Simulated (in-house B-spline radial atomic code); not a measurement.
## Removing one electron from Al³⁺

Closed shell [He] 2s2 2p6. Computed with an all-electron radial atomic-structure program (B-spline basis): Koopmans values of Dirac-Hartree-Fock plus a diagonal self-energy, in second order or with its direct term screened (direct RPA, with the hole-particle interaction, or full time-dependent Hartree-Fock), linearised in energy; no-pair Dirac-Coulomb Hamiltonian, finite nucleus. Shifts add to the Koopmans value (the ΔSCF shift is orbital relaxation alone); the final value takes TDHF screening with Breit and QED.

Command:
```bash
python run_mb.py task.json out
```
Settings (nuclear radius in fm, box in bohr, cutoff in hartree):
```
basis_form          2
Z                   13
core_configuration  [He] 2s2 2p6
rms_radius          3.061
mass_number         27
speed_of_light      137.036
box_radius          13.958
lmax                7
intervals           65
virtual_cutoff      676.0
```

Time taken, with all properties: 7.9 s on 1 thread of Intel(R) Xeon(R) Platinum 8488C (shared host).

Energies in eV:

```
subshell  Koopmans  ΔSCF shift  second order  direct RPA  hole-particle    TDHF  Breit + QED   final
   2p3/2    121.54      -3.119             ?           ?              ?       ?            ?       ?
   2p1/2    122.01      -3.148        -2.176      -0.789         -1.407  -1.529       -0.045  120.44
   2s1/2    167.93      -2.560        -3.930      -1.842         -3.023  -3.211       -0.053  164.67
```

(1) What does the self-energy do to 2p3/2?

## Answers

(1) It shifts the removal energy by -2.146 eV in second order, -0.775 with direct RPA, -1.387 with the hole-particle term and -1.507 with TDHF screening (quasi-particle weight 0.974); Breit and QED add -0.021 eV. The final value is 120.01 eV, against 119.992 ± 0.0019 eV (NIST, measured).
